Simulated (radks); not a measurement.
The mercury ion Hg+ inside a hard spherical wall (all orbitals vanish at R), configuration held at [Xe] 4f14 5d10 6s1 and not refilled when levels cross. Method: scalar-relativistic Kohn-Sham, LDA (Slater exchange, Perdew-Wang correlation), spin-unpolarised, spherical densities, finite nucleus; Fermi nuclear charge, rms radius 5.4648 fm; computed with a radial shooting solver on a logarithmic mesh with Libxc functionals. Eigenvalues in eV, with the zero of energy where the potential of the charges vanishes at infinity; a dash marks a level that is unbound or too diffuse for the functional's potential to be trusted. A positive occupied level is held by the wall or, in an anion where self-interaction has pushed it up, behind a barrier. The pressure on the wall is -dE/dV.

[
 {"R (bohr)": "free", "E (hartree)": "-19606.8517", "kinetic (hartree)": "21990.247", "e(4f)": "-105.45", "e(5p)": "-75.926", "e(5d)": "-19.105", "e(6s)": "-15.096", "e(6p, empty)": "-7.674", "e(7s, empty)": "-3.427", "pressure (GPa)": "0"},
 {"R (bohr)": "20", "E (hartree)": "-19606.8517", "kinetic (hartree)": "21990.247", "e(4f)": "-105.45", "e(5p)": "-75.926", "e(5d)": "-19.105", "e(6s)": "-15.096", "e(6p, empty)": "-7.674", "e(7s, empty)": "-3.426", "pressure (GPa)": "< 0.0001"},
 {"R (bohr)": "10", "E (hartree)": "-19606.8517", "kinetic (hartree)": "21990.247", "e(4f)": "-105.45", "e(5p)": "-75.926", "e(5d)": "-19.105", "e(6s)": "-15.096", "e(6p, empty)": "-7.667", "e(7s, empty)": "-2.952", "pressure (GPa)": "0.000103"},
 {"R (bohr)": "8", "E (hartree)": "-19606.8516", "kinetic (hartree)": "21990.249", "e(4f)": "-105.44", "e(5p)": "-75.920", "e(5d)": "-19.099", "e(6s)": "-15.089", "e(6p, empty)": "-7.603", "e(7s, empty)": "-1.719", "pressure (GPa)": "0.00704"},
 {"R (bohr)": "7", "E (hartree)": "-19606.8511", "kinetic (hartree)": "21990.256", "e(4f)": "-105.42", "e(5p)": "-75.895", "e(5d)": "-19.076", "e(6s)": "-15.060", "e(6p, empty)": "-7.447", "e(7s, empty)": "-0.098", "pressure (GPa)": "0.0580"},
 {"R (bohr)": "3.5", "E (hartree)": "-19606.4456", "kinetic (hartree)": "21992.663", "e(4f)": "-99.879", "e(5p)": "-70.946", "e(5d)": "-14.392", "e(6s)": "-7.357", "e(6p, empty)": "6.029", "e(7s, empty)": "50.422", "pressure (GPa)": "151"},
 {"R (bohr)": "3", "E (hartree)": "-19605.7445", "kinetic (hartree)": "21996.113", "e(4f)": "-94.032", "e(5p)": "-66.051", "e(5d)": "-9.367", "e(6s)": "1.908", "e(6p, empty)": "19.411", "e(7s, empty)": "87.750", "pressure (GPa)": "596"},
 {"R (bohr)": "2", "E (hartree)": "-19595.7680", "kinetic (hartree)": "22038.110", "e(4f)": "-53.239", "e(5p)": "-32.566", "e(5d)": "30.886", "e(6s)": "88.269", "e(6p, empty)": "128.16", "e(7s, empty)": "331.01", "pressure (GPa)": "17000"},
 {"R (bohr)": "1.5", "E (hartree)": "-19560.1243", "kinetic (hartree)": "22169.257", "e(4f)": "19.042", "e(5p)": "40.945", "e(5d)": "123.06", "e(6s)": "298.23", "e(6p, empty)": "365.58", "e(7s, empty)": "788.56", "pressure (GPa)": "154000"}
]
